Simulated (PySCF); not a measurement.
Ionisation energy of Hg⁶⁴⁺ by level of theory

Hg⁶⁴⁺ [Ne] 3s2 3p4 [3p1/2^2 3p3/2^2, M_J = 2] → Hg⁶⁵⁺ [Ne] 3s2 3p3 [3p1/2^2 3p3/2^1, M_J = 3/2], as a difference of total energies. All numbers are calculated (PySCF 2.14, the two-component X2C-1e Hamiltonian, in an even-tempered Gaussian basis (17 s from 21 bohr⁻², ratio 2.4; 14 p from 28 bohr⁻², ratio 2.4; 4 d from 96 bohr⁻², ratio 2.6; 4 f from 140 bohr⁻², ratio 2.6)). Correlated levels: 1s2 frozen; the 46 highest virtual spinors dropped. "Screened" scales the spin-orbit matrix elements by Boettger's factors to mimic the two-electron term; Breit and QED terms are absent.

```csv
method,ionisation energy (eV)
GHF (spin-free),7345.0
GMP2 (spin-free),7346.4
GHF (screened spin-orbit),7215.9
GMP2 (screened spin-orbit),7216.5
```

Breit and QED terms and the two-electron picture change are absent.

The spin-free rows relax to the high-spin LS determinant and lack the spin-orbit shift.

The labels give the starting determinants; with spin-orbit coupling the two ends relaxed to ⟨J²⟩ = 6.00, ⟨L²⟩ = 3.33, ⟨S²⟩ = 1.41 and ⟨J²⟩ = 3.75, ⟨L²⟩ = 2.63, ⟨S²⟩ = 1.49.

For comparison: 7211 ± 24 eV (theoretical estimate listed by NIST; NIST Atomic Spectra Database, ionization energies).
